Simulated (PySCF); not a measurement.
C10H7N3, SMILES C1=C2N3C(=CC=C2)C=CN=C3N=C1. The structure is a stationary point at B3LYP-D3(BJ)/def2-SVP.

Method: B3LYP-D3(BJ)/def2-SVP run with PySCF.

Harmonic wavenumbers (cm⁻¹): 106, 142, 212, 244, 439, 476, 478, 481, 491, 502, 504, 598, 654, 689, 722, 751, 779, 780, 824, 830, 858, 858, 860, 997, 1002, 1010, 1023, 1067, 1071, 1115, 1127, 1160, 1166, 1188, 1259, 1308, 1319, 1341, 1391, 1437, 1449, 1534, 1563, 1635, 1635, 1683, 1685, 3146, 3146, 3190, 3219, 3222, 3226, 3227. Rotational constants (GHz): 1.184, 1.122, 0.5762; symmetry number 2.

**Question.** Work out the zero-point energy and the ideal-gas rigid-rotor harmonic-oscillator thermochemistry at 298.15 K and 1 atm.

**Answer.** ZPE = ½ Σ hcν = ½ × 66821 cm⁻¹ = 95.52 kcal/mol. H − E(el) = 101.40 kcal/mol. Entropy in cal/(mol K): translation 41.29, rotation 29.04, vibration 18.82, total 89.15. G − E(el) = 74.82 kcal/mol. Cp = 37.48 cal/(mol K). Modes under 150 cm⁻¹ make the vibrational entropy uncertain.
